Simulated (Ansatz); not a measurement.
Compare A (`CC([SiH3])[SeH]`) with its isomer B (`C[SiH](C)[SeH]`).

Calculated with Ansatz (gas phase, PBE0-D4/def2-TZVP geometries, no zero-point term in ΔE). CCSD(T)/CBS adds triple-zeta CCSD(T) − MP2 to the extrapolated MP2 energy (def2 sets, frozen cores). Functionals use def2-TZVPP. B3LYP here is the variant with VWN-RPA as its local correlation; programs differ in this. For Se outer-core shells are correlated without core-valence functions, which leaves a few kJ/mol of doubt a bond. Scalar relativity is left out up to krypton. One conformer a species, not always the lowest.

**Question.** Which isomer does CCSD(T)/CBS put lower? Give the gap. (Estimate.)

**Answer.** Computed: B, by 163.2 kJ/mol.

**Question.** Give E(B) − E(A) in kJ/mol with CCSD(T)/def2-SVP, CCSD(T)/def2-TZVPP, HF/def2-TZVPP, BLYP-D4, B3LYP-D4, B3LYP, CCSD/def2-TZVPP. (Estimate.)

**Answer.** Computed: CCSD(T)/def2-SVP -144.3, CCSD(T)/def2-TZVPP -157.4, HF/def2-TZVPP -167.0, BLYP-D4 -157.4, B3LYP-D4 -162.7, B3LYP -165.6, CCSD/def2-TZVPP -159.3. None reverses the order clearly.

**Question.** Does the order hold for the free energy at 298.15 K (harmonic terms from PBE0-D4)? (An estimate is asked.)

**Answer.** The calculation gave: Yes: G(B) − G(A) = -158.9 kJ/mol, for one conformer each.

Largest T1 diagnostic: 0.010.

From BLYP to BHLYP (50 % exact exchange), in def2-TZVPP and without D4, E(B) − E(A) moves by −6.0 kJ/mol. Leaving LDA and LC-ωPBE aside and taking each functional with its dispersion term where it has one, the values, not all of them listed here, spread over 16.4 kJ/mol, from r2SCAN0-D4 to BLYP-D4. LDA lies +5.0 kJ/mol from PBE without D4.
